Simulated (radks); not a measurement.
The mean radii <r> (bohr) of the occupied orbitals of an atom or ion are listed with their occupations. All-electron calculation, Dirac Kohn-Sham, PBE, spin-unpolarised, spherical densities, finite nucleus; Fermi nuclear charge, rms radius of each element as measured or else 0.836 A^(1/3) + 0.57 fm. Program: a radial shooting solver on a logarithmic mesh with Libxc functionals.

| orbital | occ. | <r> |
|---|---|---|
| 1s1/2 | 2 | 0.02781 |
| 2s1/2 | 2 | 0.1194 |
| 2p1/2 | 2 | 0.1008 |
| 2p3/2 | 4 | 0.1064 |
| 3s1/2 | 2 | 0.3218 |
| 3p1/2 | 2 | 0.3122 |
| 3p3/2 | 4 | 0.3236 |
| 3d3/2 | 4 | 0.2947 |
| 3d5/2 | 6 | 0.2983 |
| 4s1/2 | 2 | 0.7646 |
| 4p1/2 | 2 | 0.8016 |
| 4p3/2 | 4 | 0.8302 |
| 4d3/2 | 4 | 0.9639 |
| 4d5/2 | 6 | 0.9760 |
| 5s1/2 | 2 | 2.036 |
| 5p1/2 | 2 | 2.423 |
| 5p3/2 | 1 | 2.523 |
| 4f5/2 | 1 | 17.18 |

Name the element and its charge. Open shells, if any, fill j = l - 1/2 first.

Answer. Z = 52, tellurium, charge 0: Te in [Kr] 4d10 5s2 5p3 4f1. The 1s radius gives Z: for a bare nucleus <r> = (2 gamma + 1)/(2Z) with gamma = sqrt(1 - (Z/c)^2), 0.02741 bohr for Z = 52, and screening makes it slightly larger (0.02781 here). The occupations add up to 52, and the charge is Z minus that.
